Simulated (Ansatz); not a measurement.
## SiHBr (SMILES [SiH]Br): the energy, rung by rung

SiHBr: 3 atoms, total charge 0, spin state singlet. As SMILES, `[SiH]Br`. Geometry: relaxed at PBE0-D4/def2-TZVP.

```xyz
3

Si   -0.6247    0.5219   -0.2961
Br    1.3409    0.4015    0.7814
H    -0.7271   -0.9883   -0.4986
```

Each level gives the energy change with the Si1–Br2 bond stretched from 2.245 to 3.367 Å (eV). The values are calculated.

| level | kind | program | value (eV) | less FCI/STO-3G | CPU time (all runs) |
| --- | --- | --- | --- | --- | --- |
| HF/STO-3G (restricted) | Hartree–Fock | Ansatz | 4.31 | +0.85 | 0.35 s |
| r2SCAN/STO-3G (restricted) | meta-GGA | Ansatz | 3.54 | +0.08 | 10 s |
| B3LYP/STO-3G (restricted) | global hybrid | Ansatz | 3.55 | +0.09 | 2.6 s |
| HSE06/STO-3G (restricted) | range-separated hybrid | Ansatz | 3.77 | +0.31 | 4.4 s |
| B2PLYP/STO-3G (restricted) | double hybrid | Ansatz | 3.66 | +0.20 | 3.1 s |
| RPA@PBE/STO-3G (restricted) | RPA | Ansatz | 2.99 | -0.47 | 5.7 s |
| CCSDTQ/STO-3G (restricted) | coupled cluster or CI | Ansatz | 3.46 | 0.00 | 54 s |
| FCI/STO-3G | exact in the basis | Ansatz | 3.46 | 0.00 | 1.2 s |

FCI/STO-3G is exact within its basis and frozen core, so for wave-function methods in that basis the difference is their error; functionals converge differently with the basis, so for them it is only a difference. A spin-restricted reference rises too steeply as a bond breaks; here HF/STO-3G lie well above the multireference or unrestricted value. All-electron rows without a relativistic Hamiltonian named are non-relativistic. The first shape isn't each level's own minimum. The values span 2.99 to 4.31 eV. All rows use very small basis sets, so none should be taken for the real molecule's value. In the correlated wave-function rows the outer d shell of Br is correlated, in sets not made for it. In so small a basis fixed costs decide the times, and correlated methods can beat functionals. CPU times are rough (shared hosts, several kinds of processor and program).
